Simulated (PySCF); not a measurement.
System: Cu$_{2}$I$_{4}$, net charge 0, triplet state. The spin state was set by rule; other spins were not relaxed. SMILES: [I][Cu]1[I][Cu]([I])[I]1
Geometry: optimised at B3LYP-D3(BJ)/def2-TZVP (Ansatz).

Dispersion corrections to the total energy (kcal/mol) from the dftd3 and dftd4 libraries through PySCF: D3(BJ) without and D4 with the three-body term, each with the damping fitted for the functional named.

```csv
functional,D3(BJ),D4
HF,(withheld),-26.67
BHLYP,-19.41,-19.00
PBE0,(withheld),-9.22
BLYP,(withheld),-20.82
B2GP-PLYP,-18.20,-4.80
TPSSh,-12.55,-12.44
B3LYP,-19.70,-17.36
```

### Question
Fill in the missing entries.

### Answer

- HF, D3(BJ): -62.78
- PBE0, D3(BJ): -9.38
- BLYP, D3(BJ): -22.83
